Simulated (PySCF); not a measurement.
Ligand exchange on a metal centre used in film growth or etching (Ti NH2-H). Isolated molecules, 0 K electronic values unless said otherwise. One relaxed conformer stands for each flexible species; it need not be the lowest.

Calculation: B3LYP-D3(BJ)/def2-TZVP // BP86-D3(BJ)/def2-SVP (PySCF 2.14.0). All candidates: neutral, multiplicity 1. B3LYP has the VWN-RPA correlation part, as in Gaussian. 

```yaml
HOMO: -7.14 eV
LUMO: -1.13 eV
HOMO–LUMO gap: 6.01 eV
```

Task: Which member has these values?
(A) [Ti(NH2)4]
(B) [Ti(NH2)(H)3]
(C) [Ti(H)4]
(D) [Ti(NH2)3(H)]

Result: D, [Ti(NH2)3(H)]. The others give [Ti(H)4]: -8.63 eV, -3.25 eV, 5.39 eV; [Ti(NH2)4]: -6.55 eV, -0.98 eV, 5.58 eV; [Ti(NH2)(H)3]: -8.00 eV, -2.67 eV, 5.32 eV
